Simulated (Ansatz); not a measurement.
Breaking the Bi1–H2 bond in BiClH2 (SMILES [Cl][BiH2]) (multiplicity 1 held, fragments rigid). Energies count from the point at 1.802 Å.
Geometry at that point (charge 0, multiplicity 1):
```xyz
4

Bi    -0.2674    -0.2143     0.2276
H     -1.6569     0.3555    -0.7689
H     -0.1066    -1.6562    -0.8418
Cl     1.4091     1.1227    -1.0164
```

Unrestricted levels (U-) break spin symmetry where that is lower. Active spaces are followed from a long bond inwards. Levels need not reach the same state.

Frozen-core correlation. Filled d and f shells under p-block atoms count as core.

Run with Ansatz (a first-principles code) with Gaussian orbitals.  In def2 rows elements past Kr take small-core potentials, without spin–orbit coupling.

Task: Estimate the energy at R = 5.767 Å that U-CCSD/def2-SVP returns for this input.

Result: 235 kJ/mol

Doubts at one or more of the structures used: a spin-contaminated determinant (U-CCSD/def2-SVP).
